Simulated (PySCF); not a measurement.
C2H7NOSi2, SMILES C[SiH2][SiH2]OC#N.

The structure is a stationary point at PBE0-D3(BJ)/def2-SVP. This is a generated structure with no PubChem entry under its InChIKey; it may be hypothetical. Other conformers were not sampled.

Two levels are set side by side: TDA-PBE/def2-SVPD (PySCF) and TDA-CAM-B3LYP/def2-SVPD (PySCF). Vertical, same geometry. The lowest singlet is HOMO→LUMO 96 % with PBE and HOMO→LUMO 89 % with the other functional; states are paired by order. Differences are taken from unrounded values.

| quantity | TDA-CAM-B3LYP |
|---|---|
| lowest singlet excitation (eV) | 6.10 |
| lowest triplet excitation (TDA) (eV) | 5.44 |
| first bright state (f over 0.05) (eV) | 7.99 |
| its oscillator strength | 0.06 |

Q: What does TDA-PBE give, and how far is it from TDA-CAM-B3LYP? (The exact figures need the calculation; the answer reports its results.)

A: 
```
quantity                               TDA-PBE  TDA-PBE minus TDA-CAM-B3LYP
-------------------------------------  -------  ---------------------------
lowest singlet excitation (eV)            4.97                        -1.13
lowest triplet excitation (TDA) (eV)      4.69                        -0.75
first bright state (f over 0.05) (eV)     6.71                        -1.28
its oscillator strength                   0.07                         0.01
```

A lower first singlet is the usual sign of a functional without exact exchange. Differences between two approximate levels are no errors against the true value.

Rough cost on one machine, each run with all the roots and properties that it gave: TDA-CAM-B3LYP against TDA-PBE about 5 times.
